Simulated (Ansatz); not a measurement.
```yaml
crystal:
  periodic: [false, false, false]
  atoms:
    - {symbol: C, position_ang: [-0.734207, 0.514807, -0.598888]}
    - {symbol: Ge, position_ang: [1.031988, -0.491552, -0.471606]}
    - {symbol: S, position_ang: [0.981330, -1.562101, 1.523015]}
    - {symbol: H, position_ang: [-0.889239, 1.361420, 0.232743]}
    - {symbol: H, position_ang: [-1.477870, 0.123864, -0.464494]}
    - {symbol: H, position_ang: [-0.829287, 1.244867, -1.562806]}
    - {symbol: H, position_ang: [2.243379, 0.490039, -0.355896]}
    - {symbol: H, position_ang: [-0.185448, -2.007983, 1.433388]}
basis:
  gaussian: {orbitals: cc-pVTZ, nuclear_model: gaussian}
magnetization: {spin_polarized: true, initial_magnetization: 1}
hamiltonian: {xc: {name: PBEsol}}
accuracy: high
output: {forces: true}
```

```sh
$ ansatz run in.yaml --threads 4 --pin off --events-out ev --progress --plain --max-ram 10444MiB
```

Output, abridged:

```
Functional definition: PBEsol
3045 factors; integrals over basis functions are off by at most 4.2e-9 eV
mean field evaluation 1: about -68382.0139 eV, gradient 5.0e1 eV
mean field evaluation 2: about -68351.2423 eV, gradient 7.8e1 eV
mean field evaluation 4: about -68392.9625 eV, gradient 7.5e0 eV
mean field evaluation 8: about -68393.2857 eV, gradient 2.6e-1 eV
mean field evaluation 16: about -68393.2861 eV, gradient 5.4e-5 eV
mean field -68393.28612772 eV, -2513.4069065595 hartree, gradient 7.0e-8 eV, S^2 0.751656; 0 other end points of the search recorded, 0 dependent functions left out
reference -68393.28613127 eV, -2513.4069066899 hartree; 30, 29 occupied and 147, 148 virtual orbitals, 3045 factors
Total energy: -68393.28613127 eV, -2513.4069066899 hartree
Atom 0 at    -0.734207     0.514807    -0.598888 Å, force    14.227497    11.712153    -2.667169 eV/Å
Atom 1 at     1.031988    -0.491552    -0.471606 Å, force    -1.281676     0.364761     0.301247 eV/Å
Atom 2 at     0.981330    -1.562101     1.523015 Å, force     3.442045     1.310877     0.129068 eV/Å
Atom 3 at    -0.889239     1.361420     0.232743 Å, force     1.142988    -1.367926    -1.065473 eV/Å
Atom 4 at    -1.477870     0.123864    -0.464494 Å, force   -14.639023    -8.930886     1.979674 eV/Å
Atom 5 at    -0.829287     1.244867    -1.562806 Å, force     0.391490    -1.920805     1.685464 eV/Å
Atom 6 at     2.243379     0.490039    -0.355896 Å, force    -0.067598    -0.023276     0.044288 eV/Å
Atom 7 at    -0.185448    -2.007983     1.433388 Å, force    -3.215724    -1.144897    -0.407098 eV/Å
Dipole moment:    -0.256969     0.133421    -0.161831 e Å
```

Hardware: 4 threads of an Arm Neoverse V1 on a shared host. Wall time 11 s, peak host memory 0.78 GiB.
